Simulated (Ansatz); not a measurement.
Reaction (stannylene formation by 1,1-elimination): `[CH3][Sn]([Cl])([Cl])[Cl]` → Cl₂ + `[CH3][Sn][Cl]`

Gas-phase electronic energies from Ansatz, PBE0-D4/def2-TZVP geometries. CCSD(T)/CBS is the MP2 limit (def2-TZVPP, def2-QZVPP) plus CCSD(T) − MP2 in def2-TZVPP, frozen cores. This one scheme is used for every species. Functionals use def2-TZVPP. HSE06 is defined as in plane-wave codes. def2 core potentials past Kr. For Sn outer-core shells are correlated without core-valence functions, which leaves a few kJ/mol of doubt a bond.

`[CH3][Sn]([Cl])([Cl])[Cl]`:

```xyz
8

C    -1.226   -0.239   -0.083
Sn    0.843    0.164    0.057
Cl    1.913   -0.078   -1.975
Cl    1.260    2.318    0.777
Cl    1.903   -1.251    1.542
H    -1.670    0.470   -0.781
H    -1.356   -1.259   -0.443
H    -1.668   -0.125    0.906
```

Cl₂:

Cartesian coordinates in Å:
```
Cl -0.311 -0.245 0.909
Cl 0.311 0.245 -0.909
```

`[CH3][Sn][Cl]`:

Z-matrix (Å, degrees):
```
C
Sn 1 2.177
H 1 1.094 2 109.0
H 1 1.094 2 109.2 3 117.1
H 1 1.092 2 112.3 3 -121.3
Cl 2 2.382 1 93.8 3 -60.2
```

| level | ΔE (kcal/mol) |
| --- | --- |
| r2SCAN0-D4 | 95.4 |
| BHLYP-D4 | 93.0 |
| PBE-QIDH | 95.9 |
| r2SCAN0 | 94.5 |
| HSE06 | 88.5 |
| HF/def2-SVP | 97.3 |
| MP2/def2-TZVPP | 95.6 |
| CCSD/def2-TZVPP | 91.4 |

Task: What does CCSD(T)/CBS give? (Estimate.)

Result: Computed: +92.7 kcal/mol. The listed levels differ from it by 2.7, 0.3, 3.2, 1.8, -4.2, 4.6, 2.9, -1.3 kcal/mol.

Task: What do rigid-rotor, harmonic-oscillator terms from PBE0-D4/def2-TZVP frequencies (298.15 K, 1 bar) make of the CCSD(T)/CBS value? (Best estimate.)

Result: The calculation gave: ΔZPE = -1.8 kcal/mol, ΔH = +91.0 kcal/mol, ΔS = 152 J/(mol·K), ΔG = +80.1 kcal/mol.

Largest T1 diagnostic among the species: 0.013.

From PBE to PBE0 (25 % exact exchange), in def2-TZVPP and without D4, ΔE moves by +6.5 kcal/mol. Leaving LDA and LC-ωPBE aside and taking each functional with its dispersion term where it has one, the values, not all of them listed here, spread over 16.6 kcal/mol, from BLYP-D4 to PBE-QIDH. LDA lies +7.2 kcal/mol from PBE without D4.
